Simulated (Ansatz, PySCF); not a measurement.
Sn(Cl)2(OH)2 (Cl2H2O2Sn), SMILES [Sn]([OH])([Cl])([Cl])[OH].

Coordinates come from a B3LYP-D3(BJ)/def2-SVP optimisation. The geometry has at least one imaginary mode, so it is a saddle point at that level. The structure was generated by enumeration; whether it is a known compound was not checked. The def2 effective core potentials stand for the cores of Sn; spin–orbit coupling is left out. Other conformers were not sampled.

Vertical ionisation energy (IE) and electron affinity (EA) in eV. Rows of orbital energies are one-electron estimates. Where ΔSCF, EOM or ADC give a negative EA the extra electron is unbound and the value depends on the basis.

| level | IE | EA |
|---|---|---|
| −ε(HOMO), −ε(LUMO), M06-2X/def2-TZVP (PySCF) | (withheld) | (withheld) |
| −ε(HOMO), −ε(LUMO), PBE/def2-TZVP (PySCF) | 7.78 | 3.78 |
| ΔSCF, CAM-B3LYP/def2-SVPD (Ansatz), final states of multiplicity 2 and 2 | 11.92 | 1.39 |
| ΔSCF, PBE/def2-SVPD (Ansatz), final states of multiplicity 2 and 2 | 10.71 | 1.43 |

Q: Some entries are withheld; supply them. (The exact figures need the calculation; the answer reports its results.)

A: 
- −ε(HOMO), −ε(LUMO), M06-2X/def2-TZVP (PySCF), IE: 10.87
- −ε(HOMO), −ε(LUMO), M06-2X/def2-TZVP (PySCF), EA: 1.78

Q: What vertical singlet–triplet gap does ΔSCF give with CAM-B3LYP/def2-SVPD (Ansatz, a quantum-chemistry and plane-wave program) and with PBE/def2-SVPD (Ansatz)? (An estimate is asked for; the answer gives what the named calculation found.)

A: 5.11 and 3.98 eV (triplet above singlet where positive).
